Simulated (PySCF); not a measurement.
All values below come from PBE-D3(BJ)/def2-TZVP // r2SCAN-D4/def2-SVP in PySCF. Isolated molecules, 0 K electronic values unless said otherwise. One relaxed conformer stands for a flexible species; it need not be the lowest. 

Reference species: [Ta(F)4(OH)] (neutral, multiplicity 1).

| Quantity | Result |
|---|---|
| LUMO | -2.62 eV |
| charge on the central atom (Mulliken) | 1.52 e |

Changed species: [Ta(F)2(OH)3] (3 of 5 F replaced by OH; the reference has 1 of 5 F replaced by OH).

Q: What does the change do to the LUMO and charge on the central atom (Mulliken)?

A: the LUMO rises by 0.37 eV, to -2.25 eV; the charge on the central atom (Mulliken) decreases by 0.10 e, to 1.42 e.
